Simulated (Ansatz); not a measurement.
Consider the ligand exchange at the Si–O bond: `CBO[SiH](O)F` + `CN[SiH2]Cl` → `CN([SiH2]Cl)[SiH](O)F` + `CBO`.

Computed with Ansatz on PBE0-D4/def2-TZVP structures; ΔE is electronic, products minus reactants. CCSD(T)/CBS is the MP2 limit (def2-TZVPP, def2-QZVPP) plus CCSD(T) − MP2 in def2-TZVPP, frozen cores. DFT in def2-TZVPP. Each species was taken in one conformer, which may not be the lowest.

CCSD(T)/CBS gives +0.41 eV.

Q: Another level gave +0.39 eV. Which?
A. HF/def2-TZVPP
B. CCSD/def2-TZVPP
C. ωB97M-V/def2-TZVPP
D. B2PLYP/def2-TZVPP

A: C. ωB97M-V 0.39, CCSD/def2-TZVPP 0.44, HF/def2-TZVPP 0.68, B2PLYP 0.49 eV.

Largest T1 diagnostic among the species: 0.012.

In def2-TZVPP, CCSD(T) changes the Hartree–Fock value by −0.28 eV (the triples alone add −0.04 eV) and MP2 by −0.29 eV. The D4 term adds −0.12 eV with B3LYP and −0.07 eV with PBE0; it sums over pairs of atoms, weighted by their polarisabilities, and B3LYP, whose exchange is more repulsive, gets the larger term.

B3LYP here is the variant with VWN-RPA as its local correlation; programs differ in this.
